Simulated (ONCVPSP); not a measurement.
## An all-electron radial function and its pseudo partner (zirconium)

Columns: radius, all-electron u(r) and pseudo u(r) of the 4s shell (level -57.69 eV) of zirconium in the configuration [Ar] 3d10 4s2 4p6 4d2 5s1.5; PBE, scalar-relativistic, ONCV scheme, ONCVPSP 4.0.1.

| r (bohr) | all-electron | pseudo |
| --- | --- | --- |
| 0.128 | 0.3267 | 0.1679 |
| 0.255 | -0.3640 | 0.3308 |
| 0.382 | -0.5303 | 0.4859 |
| 0.510 | -0.1558 | 0.6284 |
| 0.638 | 0.3315 | 0.7504 |
| 0.765 | 0.7137 | 0.8444 |
| 0.893 | 0.9462 | 0.9062 |
| 1.020 | 1.0425 | 0.9316 |
| 1.148 | 1.0404 | 0.9213 |
| 1.275 | 0.9759 | 0.8793 |
| 1.402 | 0.8780 | 0.8121 |
| 1.530 | 0.7658 | 0.7272 |
| 1.658 | 0.6534 | 0.6340 |
| 1.785 | 0.5490 | 0.5408 |
| 1.912 | 0.4555 | 0.4528 |
| 2.040 | 0.3735 | 0.3730 |
| 2.168 | 0.3039 | 0.3038 |
| 2.295 | 0.2461 | 0.2461 |
| 2.422 | 0.1983 | 0.1983 |
| 2.550 | 0.1588 | 0.1588 |
| 2.678 | 0.1267 | 0.1267 |
| 2.805 | 0.1010 | 0.1010 |
| 2.932 | 0.0803 | 0.0803 |
| 3.060 | 0.0636 | 0.0636 |
| 3.188 | 0.0503 | 0.0503 |
| 3.315 | 0.0397 | 0.0397 |

Q: How many radial nodes do the two functions have?

A: The all-electron 4s function has n − l − 1 = 3 (the table is too coarse to show those close to the nucleus); the pseudo-wave has 0, since the states of the same l below it are removed with the core.

Q: At about which radius was the pseudo-wave matched?

A: 2.30 bohr. The columns agree to 0.0005 from 2.17 bohr on; several derivatives are matched, so the curves merge somewhat inside the radius.

Q: Where does each function peak?

A: Outermost all-electron maximum near 1.02 bohr, pseudo maximum near 1.02 bohr (to the table’s step).

Q: Is the pseudo-wave norm-conserving?

A: Yes: the ONCV scheme keeps the norm inside the radius equal to the all-electron one, which fixes the energy derivative of the logarithmic derivative at the level.
